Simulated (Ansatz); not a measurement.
Ansatz (a program for electronic structure) input (PBE0/def2-TZVP):

Ansatz 0.2 input:
```yaml
crystal:
  periodic: [false, false, false]
  atoms:
    - {symbol: C, position_ang: [-2.03547556, 0.94955622, 0.71038592]}
    - {symbol: C, position_ang: [-0.90105500, -0.06931218, 0.59700011]}
    - {symbol: C, position_ang: [-1.40801579, -1.36764907, -0.03507420]}
    - {symbol: C, position_ang: [0.27823015, 0.53577642, -0.17267887]}
    - {symbol: C, position_ang: [1.51620223, -0.33898805, -0.21774298]}
    - {symbol: O, position_ang: [2.56000232, 0.41141247, -0.83792778]}
    - {symbol: H, position_ang: [-2.41792305, 1.21308519, -0.27958611]}
    - {symbol: H, position_ang: [-1.69666404, 1.86910913, 1.19169335]}
    - {symbol: H, position_ang: [-2.86817573, 0.55016869, 1.29295441]}
    - {symbol: H, position_ang: [-0.55537761, -0.30021669, 1.61213747]}
    - {symbol: H, position_ang: [-2.27217484, -1.75345977, 0.50955945]}
    - {symbol: H, position_ang: [-1.71679935, -1.19598663, -1.07023674]}
    - {symbol: H, position_ang: [-0.64668718, -2.14879443, -0.03953189]}
    - {symbol: H, position_ang: [-0.03040691, 0.76416450, -1.19804411]}
    - {symbol: H, position_ang: [0.56082980, 1.48654128, 0.28768705]}
    - {symbol: H, position_ang: [1.80252784, -0.62818616, 0.80260964]}
    - {symbol: H, position_ang: [1.32152264, -1.25712694, -0.78288409]}
    - {symbol: H, position_ang: [3.33999389, -0.14689819, -0.91427607]}
basis:
  gaussian:
    orbitals: def2-TZVP
hamiltonian:
  xc: {name: PBE0}
relax: {f_tol: 0.003, max_steps: 100}
```

End of the output:

```
1.50 GiB of device memory are held for the factors and their scratch space
mean field: 1.53 GiB planned
mean field -7422.03707877 eV, -272.7548318074 hartree, gradient 1.5e-5 eV, S^2 0.000000; 0 other end points of the search recorded, 0 dependent functions left out
the calculation of the forces begins
reference -7422.03711550 eV, -272.7548331572 hartree; 25, 25 occupied and 233, 233 virtual orbitals, 1579 factors
relax step   6: F+E_penalty+E_count = -7422.03707877 eV  Δ(F+E_penalty+E_count) = -3.770e-6 eV  max|allowed force component| = 5.840e-3 eV/Å  Δτ_max = 0.0033 Å  (32 SCF iters, accepted)
these checks for a lower state are left out or cut short: starts, cluster_reference, orbital_swaps, neighbouring_geometries, increment
integrals: 0.20 GiB planned
1579 factors; their error is unknown
0.35 GiB of the device are held for the grids
1.50 GiB of device memory are held for the factors and their scratch space
mean field: 1.53 GiB planned
mean field -7422.03708072 eV, -272.7548318791 hartree, gradient 1.5e-5 eV, S^2 0.000000; 0 other end points of the search recorded, 0 dependent functions left out
the calculation of the forces begins
reference -7422.03711745 eV, -272.7548332290 hartree; 25, 25 occupied and 233, 233 virtual orbitals, 1579 factors
relax step   7: F+E_penalty+E_count = -7422.03708072 eV  Δ(F+E_penalty+E_count) = -1.952e-6 eV  max|allowed force component| = 1.745e-3 eV/Å  Δτ_max = 0.0020 Å  (32 SCF iters, accepted)
integrals: 0.20 GiB planned
1579 factors; their error is unknown
0.35 GiB of the device are held for the grids
1.50 GiB of device memory are held for the factors and their scratch space
mean field: 1.53 GiB planned
mean field evaluation 64: about -7422.0364 eV, gradient 6.7e-1 eV
mean field -7422.03708072 eV, -272.7548318791 hartree, gradient 1.5e-5 eV, S^2 0.000000; 1 other end points of the search recorded, 0 dependent functions left out
the calculation of the forces begins
reference -7422.03711745 eV, -272.7548332290 hartree; 25, 25 occupied and 233, 233 virtual orbitals, 1579 factors
Total energy: -7422.03711745 eV, -272.7548332290 hartree
Atom 0 at    -2.026301     0.944493     0.708783 Å, force     0.000210    -0.000116     0.000048 eV/Å
Atom 1 at    -0.897561    -0.070932     0.593593 Å, force    -0.000079    -0.000332     0.000157 eV/Å
Atom 2 at    -1.405956    -1.362009    -0.036592 Å, force    -0.000423    -0.000067     0.000053 eV/Å
Atom 3 at     0.276471     0.532089    -0.173118 Å, force     0.000479     0.000459    -0.000400 eV/Å
Atom 4 at     1.514474    -0.334221    -0.215636 Å, force     0.000220    -0.000837     0.000260 eV/Å
Atom 5 at     2.546031     0.409209    -0.837440 Å, force     0.001375     0.000634    -0.000727 eV/Å
Atom 6 at    -2.409638     1.210598    -0.281475 Å, force    -0.000044     0.000193     0.000111 eV/Å
Atom 7 at    -1.687712     1.864678     1.191689 Å, force     0.000008    -0.000171     0.000035 eV/Å
Atom 8 at    -2.860938     0.545350     1.290907 Å, force    -0.000015     0.000095    -0.000089 eV/Å
Atom 9 at    -0.550370    -0.303672     1.609664 Å, force     0.000138    -0.000074     0.000082 eV/Å
Atom 10 at    -2.267681    -1.750488     0.512421 Å, force     0.000059    -0.000209    -0.000231 eV/Å
Atom 11 at    -1.723023    -1.187445    -1.070058 Å, force    -0.000057    -0.000067     0.000052 eV/Å
Atom 12 at    -0.645206    -2.145509    -0.049533 Å, force    -0.000016     0.000319     0.000145 eV/Å
Atom 13 at    -0.031767     0.758889    -1.200725 Å, force    -0.000177     0.000128    -0.000157 eV/Å
Atom 14 at     0.556416     1.486784     0.284759 Å, force    -0.000237     0.000030    -0.000191 eV/Å
Atom 15 at     1.800233    -0.617846     0.808676 Å, force     0.000091     0.000034     0.000164 eV/Å
Atom 16 at     1.318331    -1.259789    -0.772585 Å, force     0.000213     0.000102     0.000017 eV/Å
Atom 17 at     3.324752    -0.146985    -0.907284 Å, force    -0.001745    -0.000122     0.000672 eV/Å
Dipole moment:     0.034600    -0.296886     0.110932 e Å
```
